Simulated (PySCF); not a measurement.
Zinc: highly charged ions in a basis for the neutral atom

Zn⁸⁺ [Ar] 3d4, Zn⁹⁺ [Ar] 3d3. All numbers are calculated (PySCF 2.14, scalar relativity by spin-free X2C-1e, in x2c-SVPall). No spin-orbit coupling, so a gap to NIST mixes the basis error with missing relativistic terms.

Changed run: basis of the neutral atom used for a highly charged ion. This setting is unsound on purpose.

| species | method | sound run (hartree) | changed run (hartree) | converged |
| --- | --- | --- | --- | --- |
| Zn⁸⁺ | UHF | not run | -1770.42090 | yes |
| Zn⁸⁺ | M06-L | not run | -1771.46331 | yes |
| Zn⁸⁺ | PBE | not run | -1771.15529 | yes |
| Zn⁹⁺ | UHF | not run | -1762.49227 | yes |
| Zn⁹⁺ | M06-L | not run | -1763.48608 | yes |
| Zn⁹⁺ | PBE | not run | -1763.18691 | yes |

Ionisation energy of Zn⁸⁺:

```
method  changed run (eV)  NIST (eV)
   UHF            215.75    203 ± 2
 M06-L            217.07    203 ± 2
   PBE            216.83    203 ± 2
```

The contracted functions were made for the neutral atom and can be too rigid for a highly charged ion.
